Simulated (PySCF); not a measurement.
C2BrCl2F, SMILES F/C(Cl)=C(/Cl)Br.

Geometry: PBE0-D3(BJ)/def2-SVP. The structure was generated by enumeration; whether it is a known compound was not checked.

Two levels are set side by side: TDA-PBE/def2-SVPD (PySCF) and TDA-PBE0/def2-SVPD (PySCF). Vertical, same geometry. The lowest singlet is HOMO→LUMO 99 % with PBE and HOMO→LUMO 97 % with the other functional; states are paired by order. Differences are taken from unrounded values.

```
quantity                               TDA-PBE0  TDA-PBE  TDA-PBE minus TDA-PBE0
-------------------------------------  --------  -------  ----------------------
lowest singlet excitation (eV)             4.93     4.43                   -0.50
lowest triplet excitation (TDA) (eV)       3.72     3.74                    0.02
first bright state (f over 0.05) (eV)      6.35     6.01                   -0.34
its oscillator strength                    0.06     0.27                    0.21
```

Functionals without exact exchange tend to place singlet excitations lower, as here. Differences between two approximate levels are no errors against the true value.

Rough cost on one machine, each run with all the roots and properties that it gave: TDA-PBE0 against TDA-PBE about 3 times.
